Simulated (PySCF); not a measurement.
## C₅H₁₀ClNSi₂: full NMR table

* Formula: C5H10ClNSi2
* SMILES: N#C[C@@H]1[C@H](Cl)C[C@@H]1[SiH2][SiH3]
* Point group of the computed structure: C1
* Degrees of unsaturation: 3
* Carbon signals: 5
* Proton signals: 8

Numbering as in the mapped SMILES `[N:1]#[C:2][C@@H:3]1[C@H:4]([Cl:5])[CH2:6][C@@H:7]1[SiH2:8][SiH3:9]`; H(Xn) means a hydrogen on atom n. Ha(C6) is cis to C2 on the ring; Ha(Si8) is pro-R; Hb(Si8) is pro-S; Hb(C6) is trans to C2 on the ring.

Computed data (PySCF 2.14): shieldings: GIAO PBE0/pcSseg-1, geometry from GFN2-xTB. Non-relativistic Hamiltonian, averaged over atoms made equivalent by symmetry, fast rotation or ring inversion, no solvent model, single conformer.

References, each an isolated molecule treated in the same way: 1H, 13C, 29Si vs TMS; NH3 for 15N.

| carbon | δC, type | δH (multiplicity) | HMBC from (2–3 bonds) | span of the C tensor (ppm) |
| --- | --- | --- | --- | --- |
| C2 | 122.2, C | – | H(C4), H(C3), H(C7) | 342 |
| C3 | 36.4, CH | 3.37 (m) | H(C4), Hb(Si8), Ha(Si8), Hb(C6), Ha(C6), H(C7) | 42 |
| C4 | 56.2, CH | 4.47 (m) | H(C3), Hb(C6), Ha(C6), H(C7) | 60 |
| C6 | 41.7, CH2 | Ha(C6) 2.38 (m); Hb(C6) 2.86 (m) | H(C4), Hb(Si8), Ha(Si8), H(C3), H(C7) | 51 |
| C7 | 14.9, CH | 1.73 (m) | H(C4), Hb(Si8), Ha(Si8), H(Si9), H(C3), Hb(C6), Ha(C6) | 27 |

Other nuclei:
| atoms | nucleus | environment | δ (ppm) | σ (ppm) |
| --- | --- | --- | --- | --- |
| Hb(Si8) | 1H | hydrogen on a silicon bonded to C, Si | 4.23 | 27.49 |
| Ha(Si8) | 1H | hydrogen on a silicon bonded to C, Si | 3.91 | 27.81 |
| H(Si9) | 1H | hydrogen on a silicon bonded to Si | 3.54 | 28.18 |
| Si8 | 29Si | silicon bonded to C, Si, 2 H | -65.7 | 414.9 |
| Si9 | 29Si | silicon bonded to Si, 3 H | -119.1 | 468.2 |
| N1 | 15N | nitrile nitrogen | 320.3 | -52.6 |

1. Carbon types of the structure: 1 × C, 3 × CH, 1 × CH2, leaving 5 H on heteroatoms.
2. δC 122.2: nitrile carbon; typical of a nitrile.
3. δC 56.2: sp3 CH bonded to Cl; the inductive effect lowers its shielding.
4. δC 41.7: sp3 CH2 in a ring; a saturated carbon with 2 carbon neighbours and no heteroatom attached.
5. δC 36.4: sp3 CH α to a nitrile; a saturated carbon with 3 carbon neighbours and no heteroatom attached.
6. δH 4.47: hydrogen on an sp3 CH bonded to Cl; its carbon carries Cl, which withdraws density.

Carbons that carry Cl, above all several Cl atoms, come out too deshielded, partly because spin–orbit coupling is missing. Shifts are as computed. Against solution values, carbons near 30 ppm lie about +3 ppm off and those near 130 ppm about +5 ppm; carbons on Cl a further +6 ppm. Of 1309 compounds with measured shifts, 239 miss one by over three times the rms of a fit or turn the order of signals round; such compounds aren't used in these exercises. Experimental scales use liquid or dissolved standards, which lie at an offset from isolated NH3 (liquid NH3: subtract about 20 ppm). Unscaled 15N shifts of sp2 nitrogen come out 20 to 40 ppm too high even then. No couplings were computed; multiplicities are counted from neighbouring protons, with m where these are inequivalent, close in shift, in a saturated or five-membered ring or joined by F or P, and br s for small geminal =CH2 splittings.
